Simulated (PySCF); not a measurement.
GaI$_{3}$, charge -1, doublet, at a GFN2-xTB geometry (such geometries of metal compounds can be far from the true shape) (a state made from the parent by changing its charge; the spin is typed, not shown lowest) (core potentials on I). Base run: SVWN5/def2-SV(P) run with PySCF.

Here is a job for PySCF.
```python
from pyscf import gto, scf, dft

mol = gto.M(
    atom='''
Ga    0.25572674   -0.33979468   -0.64301781
I    -2.13436533   -1.39059185    0.06621402
I    -0.03735701    2.31738121   -1.05924224
I     2.02214633   -0.72804153    1.36913298
''',
    basis='def2-sv(p)',
    ecp={'I': 'def2-sv(p)'},
    charge=-1,
    spin=1,
    verbose=3,
)

mf = dft.UKS(mol)
mf.xc = 'lda,vwn'
mf.kernel()
```

Variants of this job, named by their change:

```tsv
change	ΔE vs base (mEh)	outcome
base	0.000	converged
auxbasis = cc-pvtz-ri	-	stopped with an error
auxbasis = cc-pvtz-jkfit	-	stopped with an error
auxbasis = def2-tzvp-ri	-	stopped with an error
auxbasis = even-tempered beta=1.6	-0.018	converged
auxbasis = even-tempered beta=2.0	-0.391	converged
auxbasis = default (with mf = mf.density_fit())	-0.141	converged
auxbasis = cc-pvdz-jkfit	-	stopped with an error
auxbasis = def2-svp-ri	-	stopped with an error
auxbasis = even-tempered beta=3.0	-242.5	converged
```

A fitting set is made for a task (jfit for Coulomb, jkfit for Coulomb and exchange, ri for correlation) and for a family of orbital bases.

Open shells are given as the SCF converged; they aren't shown to be the lowest states, and a large step between rows can be another state.

- auxbasis = cc-pvtz-ri: ended with `pyscf.lib.exceptions.BasisNotFoundError: Basis set not found for I in cc-pvtz-ri`
- auxbasis = cc-pvtz-jkfit: ended with `pyscf.lib.exceptions.BasisNotFoundError: Basis set not found for I in cc-pvtz-jkfit`
- auxbasis = def2-tzvp-ri: ended with `pyscf.lib.exceptions.BasisNotFoundError: Basis set not found for I in def2-tzvp-ri`
